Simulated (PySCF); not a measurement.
This PySCF input asks for the NMR shieldings of `COc1nnc(C(C)C)s1`, C₆H₁₀N₂OS; the geometry comes from GFN2-xTB.

```python
import basis_set_exchange as bse
import numpy as np
from pyscf import gto, dft
from pyscf.prop import nmr

atoms = """
C     4.091758    0.302711   -0.936077
O     3.315564    0.053631    0.226496
C     2.008275    0.082330    0.047090
N     1.387811    0.321821   -1.053471
N     0.063329    0.284690   -0.927438
C    -0.360418    0.021626    0.247775
C    -1.794077   -0.104759    0.630613
C    -2.327738   -1.451590    0.132392
C    -2.597607    1.052444    0.037767
S     0.949440   -0.229242    1.414221
H     5.129079    0.270689   -0.611903
H     3.900668   -0.462693   -1.690601
H     3.847930    1.280415   -1.356087
H    -1.861019   -0.077632    1.722697
H    -2.240789   -1.503959   -0.949683
H    -3.373083   -1.562019    0.409221
H    -1.764373   -2.273066    0.569330
H    -3.645218    0.955304    0.311341
H    -2.226894    2.005047    0.408074
H    -2.507787    1.044930   -1.044488
"""
names = dict.fromkeys(["C", "O", "N", "S", "H"], "pcSseg-1")
basis = {el: gto.basis.parse(bse.get_basis(n, elements=[el], fmt="nwchem")) for el, n in names.items()}
mol = gto.M(atom=atoms, basis=basis, charge=0, verbose=0)
mf = dft.RKS(mol, xc="PBE0")
mf.grids.level = 2
mf.grids.alignment = dft.numint.BLKSIZE   # the property module wants whole blocks of grid points
mf.conv_tol = 1e-9
mf.kernel()

calc = nmr.RKS(mf)   # GIAO
C = mf.mo_coeff
Co = C[:, mf.mo_occ > 0]
resp = mf.gen_response(singlet=True, hermi=2)
def vind(x):   # induced exchange potential for any number of trial vectors
    d = np.einsum("pi,xij,qj->xpq", C, 2 * x.reshape(-1, C.shape[1], Co.shape[1]), Co, optimize=True)
    return np.einsum("xpq,pi,qj->xij", resp(d - d.transpose(0, 2, 1)), C, Co, optimize=True).ravel()
mo1, _ = nmr.rhf.solve_mo1(calc, with_cphf=vind)
sigma = calc.kernel(mo1)
for i, s in enumerate(sigma):   # ppm
    print("%2d %-2s %9.2f" % (i, mol.atom_pure_symbol(i), np.trace(s) / 3))
```

**Question.** What does it print?

**Answer.** 
```
 0 C     127.34
 1 O     225.21
 2 C       7.90
 3 N     -68.64
 4 N    -115.65
 5 C      13.56
 6 C     152.39
 7 C     159.57
 8 C     163.44
 9 S     286.51
10 H      27.62
11 H      27.43
12 H      27.32
13 H      28.85
14 H      30.24
15 H      30.47
16 H      30.24
17 H      30.61
18 H      30.28
19 H      29.61
```

These numbers come from an equivalent density-fitted implementation of the same equations, which agrees with the script to about 0.01 ppm for H and up to a few tenths of a ppm for heavy atoms, so last digits may differ.

**Question.** Turn these shieldings into chemical shifts. Chemical shifts δ = σref − σ; 13C (σ = 186.93 ppm), 1H (σ = 31.72 ppm) vs TMS; H2O for 17O (σ = 336.08 ppm); 15N (σ = 267.73 ppm) against NH3; CS2 for 33S (σ = 503.73 ppm), all at this level.

**Answer.** Averaging equivalent atoms: C 2: 179.0; C 5: 173.4; C 0: 59.6; C 6: 34.5; C 7/8: 25.4; O 1: 110.9; N 4: 383.4; N 3: 336.4; S 9: 217; H 10/11/12: 4.26; H 13: 2.86; H 14/15/16/17/18/19: 1.47 ppm. Experimental scales use liquid or dissolved standards, which lie at an offset from isolated NH3 (liquid NH3: subtract about 20 ppm) and H2O (liquid H2O: subtract about 36 ppm). Unscaled 15N shifts of sp2 nitrogen come out 20 to 40 ppm too high even then.

Size and cost of the density-fitted run: 227 basis functions, 74 s wall time on 1 thread of an Arm Neoverse V1, shared host; peak memory 1.1 GiB.
